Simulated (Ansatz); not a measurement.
Start from `C=C[CH2][GeH3]` and change one atom or group to get `C=CCC#N`.

Ansatz, PBE0-D4/def2-TZVP geometries, multiplicity 1. Each molecule was computed in one conformer, which needn't be the lowest.

Scalar relativity is left out up to krypton.

```
                                        property  `C=C[CH2][GeH3]`
               HOMO energy (PBE/def2-TZVPP) / eV             -6.04
size of the dipole moment (B3LYP/def2-TZVPP) / D              0.51
            HOMO–LUMO gap (PBE0/def2-TZVPP) / eV              7.22
              HOMO energy (PBE0/def2-TZVPP) / eV             -7.10
           HOMO energy (ωB97M-V/def2-TZVPP) / eV             -9.28
             LUMO energy (B3LYP/def2-TZVPP) / eV             -0.13
```

Problem. Give the same properties after the change, and the shifts. (Best estimate.)

Solution. Ansatz gave: 
| property | `C=CCC#N` | shift |
| --- | --- | --- |
| HOMO energy (PBE/def2-TZVPP) / eV | -6.97 | -0.93 |
| size of the dipole moment (B3LYP/def2-TZVPP) / D | 3.89 | 3.38 |
| HOMO–LUMO gap (PBE0/def2-TZVPP) / eV | 7.92 | 0.70 |
| HOMO energy (PBE0/def2-TZVPP) / eV | -8.12 | -1.02 |
| HOMO energy (ωB97M-V/def2-TZVPP) / eV | -10.39 | -1.11 |
| LUMO energy (B3LYP/def2-TZVPP) / eV | -0.45 | -0.32 |

With PBE0 the HOMO falls by 1.02 eV and the LUMO falls by 0.32 eV, so the gap widens by about 0.70 eV. PBE moves the HOMO by -0.93 eV and ωB97M-V by -1.11 eV. Dipoles are sizes alone; their direction can turn.

B3LYP here is the variant with VWN-RPA as its local correlation; programs differ in this.
